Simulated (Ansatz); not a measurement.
CH6ClNSSi, SMILES `CN[SiH](S)Cl`, charge 0, multiplicity 1.

Q: Give a relaxed structure at PBE0-D4/def2-TZVP (Ansatz). (Best estimate.)

A: The calculation gave: 
Z-matrix (Å, degrees):
```
C
N 1 1.450
H 1 1.093 2 110.9
H 1 1.095 2 112.6 3 121.8
H 1 1.091 2 109.4 3 -118.4
Si 2 1.691 1 126.2 3 142.8
H 2 1.008 1 114.1 3 -57.6
Cl 6 2.072 2 115.4 1 63.8
S 6 2.127 2 107.2 1 -55.2
H 6 1.477 2 107.0 1 -178.7
H 9 1.343 6 94.5 2 150.3
```
This is one stationary point; other conformers may exist.
